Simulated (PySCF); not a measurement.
# Two-component Hartree-Fock for As⁴⁺ (arsenic, charge +4)

Start: [Ar] 3d10 4s1; 4s1/2 filled at m_j = +1/2. Calculated with PySCF 2.14 in x2c-SVPall-2c (5s6p3d, 38 functions): generalised Hartree-Fock with the X2C-1e Hamiltonian and a Gaussian nucleus; one run each with spin-orbit coupling (SO) switched off, then screened by Boettger's factors.

```json
{"spinor shell": "1s1/2", "electrons": "2", "ε, spin-free (eV)": "-11992.1", "ε, screened SO (eV)": "-11991.9", "weight of nominal j (screened SO)": "1.000", "rms radius, screened SO (bohr)": "0.0525"}
{"spinor shell": "2s1/2", "electrons": "2", "ε, spin-free (eV)": "-1622.4", "ε, screened SO (eV)": "-1622.3", "weight of nominal j (screened SO)": "1.000", "rms radius, screened SO (bohr)": "0.219"}
{"spinor shell": "2p1/2", "electrons": "2", "ε, spin-free (eV)": "-1424.5", "ε, screened SO (eV)": "-1449.7", "weight of nominal j (screened SO)": "1.000", "rms radius, screened SO (bohr)": "0.194"}
{"spinor shell": "2p3/2", "electrons": "4", "ε, spin-free (eV)": "-1424.5", "ε, screened SO (eV)": "-1412.4", "weight of nominal j (screened SO)": "1.000", "rms radius, screened SO (bohr)": "0.197"}
{"spinor shell": "3s1/2", "electrons": "2", "ε, spin-free (eV)": "-275.61", "ε, screened SO (eV)": "-275.60", "weight of nominal j (screened SO)": "1.000", "rms radius, screened SO (bohr)": "0.639"}
{"spinor shell": "3p1/2", "electrons": "2", "ε, spin-free (eV)": "-212.01", "ε, screened SO (eV)": "-215.69", "weight of nominal j (screened SO)": "0.999", "rms radius, screened SO (bohr)": "0.659"}
{"spinor shell": "3p3/2", "electrons": "4", "ε, spin-free (eV)": "-212.01", "ε, screened SO (eV)": "-210.22", "weight of nominal j (screened SO)": "1.000", "rms radius, screened SO (bohr)": "0.669"}
{"spinor shell": "3d3/2", "electrons": "4", "ε, spin-free (eV)": "-106.90", "ε, screened SO (eV)": "-107.39", "weight of nominal j (screened SO)": "0.986", "rms radius, screened SO (bohr)": "0.736"}
{"spinor shell": "3d5/2", "electrons": "6", "ε, spin-free (eV)": "-106.90", "ε, screened SO (eV)": "-106.58", "weight of nominal j (screened SO)": "0.991", "rms radius, screened SO (bohr)": "0.739"}
{"spinor shell": "4s1/2", "electrons": "1", "ε, spin-free (eV)": "-61.605", "ε, screened SO (eV)": "-61.606", "weight of nominal j (screened SO)": "1.000", "rms radius, screened SO (bohr)": "1.85"}
```

```csv
quantity,spin-free,screened SO
E (hartree),-2254.83945,-2254.91606
M_J,1/2,1/2
⟨J²⟩,0.750,0.750
⟨L²⟩,0.000,0.002
⟨S²⟩,0.750,0.752
```

Each row is a mean over spinors that exchange with the open shell spreads, by up to 0.782 eV (3s1/2).

Without spin-orbit coupling the j labels of p, d and f shells carry no meaning; the spin-free column gives the mean over the occupied spinors of each nl shell.
